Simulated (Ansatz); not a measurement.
Consider the redistribution: `F[SiH2]OBS` + `[CH3][Al]([CH3])[Cl]` → `[CH3][Al]([Cl])[BH]S` + `CO[SiH2]F`.

Computed with Ansatz on PBE0-D4/def2-TZVP structures; ΔE is electronic, products minus reactants. CCSD(T)/CBS adds triple-zeta CCSD(T) − MP2 to the extrapolated MP2 energy (def2 sets, frozen cores). DFT in def2-TZVPP. B3LYP here is the variant with VWN-RPA as its local correlation; programs differ in this. Each species was taken in one conformer, which may not be the lowest.

| level | ΔE (kcal/mol) | difference from CCSD(T)/CBS |
| --- | --- | --- |
| PBE-D4 | 53.1 | -2.7 |
| r2SCAN-D4 | 56.8 | 1.0 |
| PBE0-D4 | 54.5 | -1.3 |
| B3LYP-D4 | 56.2 | 0.4 |
| ωB97X-V | 55.0 | -0.8 |
| ωB97M-V | 57.0 | 1.2 |
| B2PLYP | 56.6 | 0.8 |
| PBE | 52.9 | -2.9 |
| r2SCAN | 56.8 | 1.0 |
| PBE0 | 54.3 | -1.5 |
| B3LYP | 55.8 | 0.0 |
| HF/def2-TZVPP | 57.2 | 1.4 |
| MP2/def2-TZVPP | 58.0 | 2.2 |
| SCS-MP2/def2-TZVPP | 56.5 | 0.7 |
| CCSD/def2-TZVPP | 55.6 | -0.2 |
| CCSD(T)/def2-TZVPP | 55.2 | -0.6 |
| HF/def2-QZVPP | 57.4 | 1.6 |
| MP2/def2-QZVPP | 58.5 | 2.7 |
| SCS-MP2/def2-QZVPP | 57.0 | 1.2 |
| HF/CBS(def2) | 57.4 | 1.6 |
| MP2/CBS(def2) | 58.7 | 2.9 |
| CCSD/CBS(def2) | 56.2 | 0.4 |
| CCSD(T)/CBS | 55.8 | 0 |

Largest T1 diagnostic among the species: 0.013.

From PBE to PBE0 (25 % exact exchange), in def2-TZVPP and without D4, ΔE moves by +1.4 kcal/mol.
